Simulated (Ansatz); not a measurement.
Ga8Sb8H22⁻, a nanocrystal cut from wurtzite GaSb (hydrogen-capped). Charge -1, multiplicity 2. Geometry r2SCAN-D4/def2-SVP, that of the neutral singlet.

```xyz
38

Ga   -0.347    5.018    0.840
Sb   -1.485    3.488    2.780
Sb    0.123    2.975   -0.830
Ga    1.946    1.277    0.078
Ga   -1.748    0.835    2.637
Sb    0.689   -0.045    2.042
Sb    2.502   -0.597   -1.713
Ga    4.484   -2.235   -0.955
Ga    0.601   -2.688    1.768
Sb    3.090   -3.371    1.086
Ga   -2.126    1.842   -1.644
Sb   -3.043    0.373    0.372
Sb   -1.267   -0.011   -3.375
Ga    0.400   -1.950   -2.579
Ga   -3.424   -2.221   -0.249
Sb   -0.836   -2.941   -0.444
H     0.999    5.531    1.443
H    -1.496    5.913    0.275
H    -0.774    3.818    4.290
H    -3.033    4.079    3.168
H     0.806    3.618   -2.254
H     3.226    1.995    0.624
H    -2.371    0.198    3.921
H     1.623    0.232    3.439
H     3.039    0.264   -3.084
H     5.625   -1.410   -0.279
H     4.677   -3.362   -2.018
H     0.063   -3.452    3.021
H     4.004   -3.335    2.521
H     3.070   -5.064    0.919
H    -3.169    2.805   -2.300
H    -4.588    1.037    0.644
H    -0.505    0.811   -4.655
H    -2.559   -0.648   -4.279
H     0.681   -2.975   -3.727
H    -4.061   -2.947    0.978
H    -3.996   -2.242   -1.709
H    -0.821   -4.616   -0.750
```

In the def2 sets Sb takes a core potential; there is no spin–orbit coupling. Single mean-field runs in def2-TZVP are fitted with def2-universal-jkfit. At PBE-D4/def2-TZVP the highest occupied level of the charge -1 doublet lies above zero (up to 0.18 eV). By energy differences its removal costs 1.22 eV (vertical, to the charge 0 singlet, at PBE-D4/def2-TZVP); self-interaction error and the lack of diffuse functions both raise the level.

(1) Estimate the α-spin orbital energies around the gap (eV) in Ansatz with PBE-D4/def2-TZVP, PBE0-D4/def2-TZVP.

Answers

(1) 
```
orbital  PBE-D4/def2-TZVP  PBE0-D4/def2-TZVP
 HOMO−5             -3.60              -4.47
 HOMO−4             -3.50              -4.39
 HOMO−3             -3.37              -4.21
 HOMO−2             -3.30              -4.18
 HOMO−1             -3.05              -3.90
   HOMO              0.18              -0.01
   LUMO              0.34               0.98
 LUMO+1              0.40               1.07
 LUMO+2              0.48               1.17
 LUMO+3              0.64               1.33
 LUMO+4              0.71               1.43
 LUMO+5              0.75               1.51
 β HOMO             -3.02              -3.86
 β LUMO              0.35               1.03
```
